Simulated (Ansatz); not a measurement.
`[SiH3][Si]1([SiH3])BC1` → `[SiH3][SiH]1BC1` + `[SiH2]`  (silylene loss)

Isolated molecules relaxed with PBE0-D4/def2-TZVP in Ansatz; ΔE leaves out vibrations. CCSD(T)/CBS adds triple-zeta CCSD(T) − MP2 to the extrapolated MP2 energy (def2 sets, frozen cores). This one scheme is used for every species. Functionals use def2-TZVPP.

| level | ΔE (kJ/mol) |
| --- | --- |
| r2SCAN-D4 | 276.8 |
| PBE0 | 263.4 |

**Question.** What does CCSD(T)/CBS give? (An estimate is asked.)

**Answer.** Ansatz gave: +252.2 kJ/mol. The listed levels differ from it by 24.6, 11.2 kJ/mol.

Largest T1 diagnostic among the species: 0.015.

From PBE to PBE0 (25 % exact exchange), in def2-TZVPP and without D4, ΔE moves by +6.0 kJ/mol. In def2-TZVPP, CCSD(T) changes the Hartree–Fock value by +23.8 kJ/mol (the triples alone add +7.0 kJ/mol) and MP2 by +41.6 kJ/mol. The D4 term adds +15.3 kJ/mol with B3LYP and +8.7 kJ/mol with PBE0; it sums over pairs of atoms, weighted by their polarisabilities, and B3LYP, whose exchange is more repulsive, gets the larger term.

B3LYP here is the variant with VWN-RPA as its local correlation; programs differ in this.
